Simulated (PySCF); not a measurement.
## Working out the excitation energy of P

P [Ne] 3s2 3p3 (4S) → P [Ne] 3s1 3p4 (4P). Computed with PySCF 2.14 in dyall-av2z, with the non-relativistic Hamiltonian (point nucleus). Frozen: [Ne]; the 16 highest virtual orbitals dropped. Energies in hartree (1 hartree = 27.21139 eV):

```tsv
part	P (lower)	P (upper)
UHF	-340.709286	-340.416569
CCSD correlation	-0.086927	-0.100725
(T)	-0.001648	-0.005055
```

Task: What does Hartree-Fock give?

Result: (-340.416569) − (-340.709286) = 0.292717 hartree = 7.965 eV.

Task: What do CCSD and CCSD(T) give?

Result: The CCSD correlation energies differ by -0.013798 hartree = -0.375 eV and the triples by -0.003407 hartree = -0.093 eV, so CCSD gives 7.590 eV and CCSD(T) 7.497 eV.

Measured between the centres of the two terms (NIST): 7.395 eV, so CCSD(T) (valence) is off by 0.102 eV.

A double-zeta basis recovers only part of the correlation energy.

The coupled-cluster amplitudes are large, so a single reference is strained.

What remains against the reference includes basis incompleteness, the frozen core and higher excitations.
